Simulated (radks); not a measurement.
Values are calculated unless marked as measured or tabulated.
All-electron atom: As XXIV in [Ne]. Code: a radial shooting solver on a logarithmic mesh with Libxc functionals. Model: scalar-relativistic Kohn-Sham, exchange-only LDA, spin-polarised, spherical densities, point nucleus.

Normalised radial functions P(r) = r R(r), r in bohr:

| r | 1s | 2s |
|---|---|---|
| 0.001845 | 0.7074 | 0.2280 |
| 0.002031 | 0.7717 | 0.2487 |
| 0.002236 | 0.8414 | 0.2711 |
| 0.002461 | 0.9167 | 0.2953 |
| 0.002731 | 1.0051 | 0.3236 |
| 0.003006 | 1.0933 | 0.3519 |
| 0.003309 | 1.1881 | 0.3822 |
| 0.003642 | 1.2899 | 0.4148 |
| 0.004009 | 1.3988 | 0.4495 |
| 0.004413 | 1.5151 | 0.4866 |
| 0.004858 | 1.6389 | 0.5259 |
| 0.005348 | 1.7702 | 0.5674 |
| 0.005886 | 1.9089 | 0.6112 |
| 0.006479 | 2.0548 | 0.6569 |
| 0.00719 | 2.2205 | 0.7086 |
| 0.007914 | 2.3800 | 0.7579 |
| 0.008711 | 2.5448 | 0.8084 |
| 0.009589 | 2.7138 | 0.8595 |
| 0.01056 | 2.8857 | 0.9107 |
| 0.01162 | 3.0588 | 0.9610 |
| 0.01279 | 3.2309 | 1.0096 |
| 0.01408 | 3.3995 | 1.0553 |
| 0.0155 | 3.5619 | 1.0967 |
| 0.01706 | 3.7146 | 1.1323 |
| 0.01878 | 3.8541 | 1.1602 |
| 0.02083 | 3.9858 | 1.1793 |
| 0.02293 | 4.0847 | 1.1843 |
| 0.02525 | 4.1575 | 1.1747 |
| 0.02779 | 4.1999 | 1.1477 |
| 0.03059 | 4.2077 | 1.1009 |
| 0.03367 | 4.1775 | 1.0315 |
| 0.03706 | 4.1062 | 0.9371 |
| 0.0408 | 3.9921 | 0.8157 |
| 0.04491 | 3.8347 | 0.6656 |
| 0.04943 | 3.6351 | 0.4861 |
| 0.05485 | 3.3746 | 0.2589 |
| 0.06038 | 3.0986 | 0.0205 |
| 0.06646 | 2.7953 | -0.2420 |
| 0.07316 | 2.4733 | -0.5236 |
| 0.08053 | 2.1422 | -0.8177 |
| 0.08864 | 1.8127 | -1.1154 |
| 0.09758 | 1.4950 | -1.4065 |
| 0.1074 | 1.1987 | -1.6794 |
| 0.1182 | 0.9319 | -1.9217 |
| 0.1301 | 0.7003 | -2.1213 |
| 0.1433 | 0.5070 | -2.2670 |
| 0.159 | 0.3412 | -2.3539 |
| 0.175 | 0.2258 | -2.3626 |
| 0.1926 | 0.1422 | -2.3017 |
| 0.212 | 0.0848 | -2.1746 |
| 0.2334 | 0.0476 | -1.9900 |
| 0.2569 | 0.0251 | -1.7608 |
| 0.2828 | 0.0123 | -1.5030 |
| 0.3113 | 0.0055 | -1.2345 |
| 0.3426 | 0.0023 | -0.9726 |
| 0.3771 | 0.0009 | -0.7325 |
| 0.4185 | 0.0003 | -0.5097 |
| 0.4606 | 0.0001 | -0.3448 |
| 0.5071 | 0.0000 | -0.2199 |
| 0.5582 | 0.0000 | -0.1315 |
| 0.6144 | 0.0000 | -0.0733 |
| 0.6763 | 0.0000 | -0.0378 |

1s: eigenvalue -12744.8 eV, 0 radial nodes, <r> = 0.0455 bohr, 90 % of the charge inside 0.0814 bohr. 2s: eigenvalue -2471.3 eV, 1 radial node at r = 0.0609 bohr, <r> = 0.199 bohr, 90 % of the charge inside 0.307 bohr.
